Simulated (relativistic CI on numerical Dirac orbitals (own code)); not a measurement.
## Pr11+: q coefficients and field-shift factors

These numbers are calculated, not measured: Dirac-Coulomb-Breit CI, KLI orbitals optimised for each configuration, derivatives by finite differences, unscaled Slater integrals, QED left out (own radial code, finite nucleus).

Configuration list (outside the closed core [Kr] 4d10): 5s², 5s5p, 4f², 5s4f, 5p², 4f5p, 5s5d, 5d². Levels of other configurations are missing.

With x = (α/α₀)² − 1 an excitation energy changes as ω = ω₀ + qx; K = 2q/ω₀ is the relative enhancement. Terms are leading LS components, so labels can repeat. The field-shift factor is F = δν/δ⟨r²⟩ for the transition from the lowest level.

Lowest level 5s² ¹S0.

```
    Level  ω₀ (cm⁻¹)  q (cm⁻¹)      K  F (GHz/fm²)
5s4f ³F°2     128346     87050   1.36        -78.3
5s4f ³F°3     129440     87830   1.36        -78.3
5s4f ³F°4     131540     89850   1.37        -78.2
5s4f ¹F°3     139264     90490    1.3        -79.5
5s5p ³P°0     143499     11750  0.164          -71
5s5p ³P°1     153112     19120   0.25        -71.6
5s5p ³P°2     184924     58520  0.633        -73.7
5s5p ¹P°1     242399     51390  0.424          -72
  4f² ³H4     274580    171600   1.25         -156
  4f² ³H5     276947    173800   1.26         -156
  4f² ³H6     279452    176000   1.26         -156
  4f² ³F2     282373    170200   1.21         -156
  4f² ¹G4     283804    171000    1.2         -156
  4f² ³F3     283916    172000   1.21         -156
  4f² ³F4     287471    176000   1.22         -156
 4f5p ³G3     293053    102400  0.699         -151
 4f5p ³F2     297021    108600  0.732         -151
 4f5p ³F3     298259    107700  0.722         -151
 4f5p ³G4     300828    109100  0.725         -151
  4f² ¹D2     302534    171000   1.13         -155
  4f² ¹I6     308431    173600   1.13         -156
  4f² ³P0     309412    168800   1.09         -155
  4f² ³P1     310464    172700   1.11         -155
```

At this charge transitions that keep the count of f electrons are usually good to a few per cent. Terms inside the open d or f shell come out 10 to 20 % too wide with unscaled integrals. Levels and lines within the n = 5 or 6 shells can be off by up to 10 % or somewhat more, and those that change n by about 2 %, since core polarisation is missing. Levels that differ in their count of f electrons can be misplaced by several ten thousand cm⁻¹, since the correlation energy of f electrons is missing or only estimated; rates across such gaps can be off by orders of magnitude.
